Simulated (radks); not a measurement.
Effect of the nuclear size on neutral silver, [Kr] 4d10 5s1. Calculated with a radial shooting solver on a logarithmic mesh with Libxc functionals: Dirac Kohn-Sham, LDA (Slater exchange, Perdew-Wang correlation), spin-unpolarised, spherical densities, finite nucleus; Fermi nuclear charge, rms radius 4.5454 fm. The rms radius is varied about that value; shifts are against it.

rms radius (fm) = 3.8363: total energy shift (eV) -0.812; density at nucleus (e/bohr^3) 1.485e+05; 1s1/2 shift (meV) -342; 2s1/2 shift (meV) -38.2; 3p1/2 shift (meV) 0.430; 4s1/2 shift (meV) -1.35; 4p1/2 shift (meV) 0.081; 5s1/2 shift (meV) -0.073
rms radius (fm) = 4.15: total energy shift (eV) -0.467; density at nucleus (e/bohr^3) 1.469e+05; 1s1/2 shift (meV) -197; 2s1/2 shift (meV) -22.0; 3p1/2 shift (meV) 0.248; 4s1/2 shift (meV) -0.775; 4p1/2 shift (meV) 0.047; 5s1/2 shift (meV) -0.042
rms radius (fm) = 4.5454: total energy shift (eV) 0; density at nucleus (e/bohr^3) 1.451e+05; 1s1/2 shift (meV) 0.000; 2s1/2 shift (meV) 0.000; 3p1/2 shift (meV) 0.000; 4s1/2 shift (meV) 0.000; 4p1/2 shift (meV) 0.000; 5s1/2 shift (meV) 0.000
rms radius (fm) = 4.9272: total energy shift (eV) 0.486; density at nucleus (e/bohr^3) 1.435e+05; 1s1/2 shift (meV) 205; 2s1/2 shift (meV) 22.9; 3p1/2 shift (meV) -0.257; 4s1/2 shift (meV) 0.807; 4p1/2 shift (meV) -0.049; 5s1/2 shift (meV) 0.044
rms radius (fm) = 5.2545: total energy shift (eV) 0.930; density at nucleus (e/bohr^3) 1.423e+05; 1s1/2 shift (meV) 391; 2s1/2 shift (meV) 43.7; 3p1/2 shift (meV) -0.492; 4s1/2 shift (meV) 1.54; 4p1/2 shift (meV) -0.093; 5s1/2 shift (meV) 0.083

Slopes of the eigenvalues against <r^2> in GHz/fm^2, as finite differences over the two radii next to the reference (eigenvalue slopes, not the field-shift constants of lines): 1s1/2 13800, 2s1/2 1540, 3p1/2 -17.3, 4s1/2 54.2, 4p1/2 -3.26, 5s1/2 2.93.
